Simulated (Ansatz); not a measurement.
System: sum formula Si3H5F2, charge 0, multiplicity 2. It need not be the lowest isomer of its formula. 
Structure (B3LYP-D3(BJ)/def2-TZVP (Ansatz, an electronic-structure program) minimum search):
```
Si
F 1 1.6056
F 1 1.6056 2 106.69
Si 1 2.3355 2 107.99 3 115.87
H 4 1.4853 1 112.61 2 -175.26
H 4 1.4853 5 109.56 1 126.15
Si 1 2.3533 2 108.41 3 -116.57
H 7 1.4819 1 108.47 2 -63.08
H 7 1.4819 8 109.11 1 117.97
H 7 1.4823 8 109.76 9 120.30
```
Charge 0, spin multiplicity 2.

Dipole moments at this geometry, in debye (magnitudes).

| level | program | dipole (D) |
|---|---|---|
| SVWN5/def2-TZVPD | Ansatz | 1.70 |
| B3LYP/def2-TZVPD | Ansatz | 1.65 |
| HSE06/def2-TZVPD | Ansatz | 1.69 |
| CAM-B3LYP/def2-TZVPD | Ansatz | 1.73 |
| CCSD(T)/aug-cc-pV(D+d)Z | Ansatz | 1.64 |
